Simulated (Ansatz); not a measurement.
Ansatz (a quantum-chemistry and plane-wave program) job for InH2F, SMILES [F][InH2], r2SCAN-D4/def2-TZVP. 

Ansatz 0.2 input:
```yaml
crystal:
  periodic: [false, false, false]
  atoms:
    - {symbol: In, position_ang: [-0.00000000, -0.00000000, 0.26839979]}
    - {symbol: H, position_ang: [0.00000000, 1.54204467, 0.96912617]}
    - {symbol: H, position_ang: [0.00000000, -1.54204467, 0.96912617]}
    - {symbol: F, position_ang: [0.00000000, 0.00000000, -1.67664910]}
basis:
  gaussian:
    orbitals: def2-TZVP
hamiltonian:
  xc: r2scan
  dispersion: d4
relax: {f_tol: 0.002, max_steps: 200}
```

Log of the run:

```
WARN ansatz: RAYON_NUM_THREADS=1 ignored (pool sized by the plan → 1); use --threads N
Functional definition: r2SCAN
integrals: 0.02 GiB planned
632 factors; their error is unknown
mean field: 0.21 GiB planned
mean field evaluation 1: about -7922.1395 eV, gradient 4.6e1 eV
mean field evaluation 2: about -7872.8785 eV, gradient 1.7e2 eV
mean field evaluation 4: about -7925.4619 eV, gradient 7.2e0 eV
mean field evaluation 8: about -7925.5482 eV, gradient 1.7e-1 eV
mean field evaluation 16: about -7925.5483 eV, gradient 1.3e-5 eV
mean field -7925.54825366 eV, -291.2585261925 hartree, gradient 1.3e-5 eV, S^2 0.000000; 0 other end points of the search recorded, 0 dependent functions left out
the calculation of the forces begins
reference -7925.54826887 eV, -291.2585267513 hartree; 16, 16 occupied and 77, 77 virtual orbitals, 632 factors
relax step   1: F+E_penalty+E_count = -7925.55689860 eV  Δ(F+E_penalty+E_count) = +0.000e0 eV  max|allowed force component| = 4.232e-1 eV/Å  Δτ_max = 0.0000 Å  (28 SCF iters, accepted)
these checks for a lower state are left out or cut short: starts, cluster_reference, orbital_swaps, neighbouring_geometries, increment
integrals: 0.02 GiB planned
632 factors; their error is unknown
mean field: 0.21 GiB planned
mean field -7925.56923693 eV, -291.2592973133 hartree, gradient 2.5e-5 eV, S^2 0.000000; 0 other end points of the search recorded, 0 dependent functions left out
the calculation of the forces begins
reference -7925.56925218 eV, -291.2592978737 hartree; 16, 16 occupied and 77, 77 virtual orbitals, 632 factors
relax step   2: F+E_penalty+E_count = -7925.57783832 eV  Δ(F+E_penalty+E_count) = -2.094e-2 eV  max|allowed force component| = 2.710e-1 eV/Å  Δτ_max = 0.0938 Å  (30 SCF iters, accepted)
these checks for a lower state are left out or cut short: starts, cluster_reference, orbital_swaps, neighbouring_geometries, increment
integrals: 0.02 GiB planned
632 factors; their error is unknown
mean field: 0.21 GiB planned
mean field evaluation 32: about -7925.5734 eV, gradient 2.6e-5 eV
mean field -7925.57335406 eV, -291.2594486152 hartree, gradient 2.6e-5 eV, S^2 0.000000; 0 other end points of the search recorded, 0 dependent functions left out
the calculation of the forces begins
reference -7925.57336936 eV, -291.2594491774 hartree; 16, 16 occupied and 77, 77 virtual orbitals, 632 factors
relax step   3: F+E_penalty+E_count = -7925.58196558 eV  Δ(F+E_penalty+E_count) = -4.127e-3 eV  max|allowed force component| = 4.177e-2 eV/Å  Δτ_max = 0.0169 Å  (29 SCF iters, accepted)
these checks for a lower state are left out or cut short: starts, cluster_reference, orbital_swaps, neighbouring_geometries, increment
integrals: 0.02 GiB planned
632 factors; their error is unknown
mean field: 0.21 GiB planned
mean field -7925.57362561 eV, -291.2594585946 hartree, gradient 2.6e-5 eV, S^2 0.000000; 0 other end points of the search recorded, 0 dependent functions left out
the calculation of the forces begins
reference -7925.57364092 eV, -291.2594591570 hartree; 16, 16 occupied and 77, 77 virtual orbitals, 632 factors
relax step   4: F+E_penalty+E_count = -7925.58224123 eV  Δ(F+E_penalty+E_count) = -2.757e-4 eV  max|allowed force component| = 3.047e-3 eV/Å  Δτ_max = 0.0047 Å  (30 SCF iters, accepted)
these checks for a lower state are left out or cut short: starts, cluster_reference, orbital_swaps, neighbouring_geometries, increment
integrals: 0.02 GiB planned
632 factors; their error is unknown
mean field: 0.21 GiB planned
mean field -7925.57362745 eV, -291.2594586621 hartree, gradient 6.2e-5 eV, S^2 0.000000; 0 other end points of the search recorded, 0 dependent functions left out
the calculation of the forces begins
reference -7925.57364276 eV, -291.2594592245 hartree; 16, 16 occupied and 77, 77 virtual orbitals, 632 factors
relax step   5: F+E_penalty+E_count = -7925.58224310 eV  Δ(F+E_penalty+E_count) = -1.861e-6 eV  max|allowed force component| = 8.361e-5 eV/Å  Δτ_max = 0.0007 Å  (20 SCF iters, accepted)
integrals: 0.02 GiB planned
632 factors; their error is unknown
mean field: 0.21 GiB planned
mean field -7925.57362745 eV, -291.2594586621 hartree, gradient 6.2e-5 eV, S^2 0.000000; 1 other end points of the search recorded, 0 dependent functions left out
the calculation of the forces begins
reference -7925.57364276 eV, -291.2594592245 hartree; 16, 16 occupied and 77, 77 virtual orbitals, 632 factors
Total energy: -7925.58225840 eV, -291.2597758436 hartree
Atom 0 at    -0.000000    -0.000000     0.336482 Å, force     0.000000     0.000000    -0.000026 eV/Å
Atom 1 at     0.000000     1.598798     0.910594 Å, force    -0.000000     0.000070    -0.000029 eV/Å
Atom 2 at     0.000000    -1.598798     0.910594 Å, force    -0.000000    -0.000070    -0.000029 eV/Å
Atom 3 at     0.000000     0.000000    -1.627667 Å, force    -0.000000    -0.000000     0.000084 eV/Å
Dipole moment:     0.000000    -0.000000     0.631156 e Å
```

The run converged.

Cost: about 13 core-seconds (a rough figure).
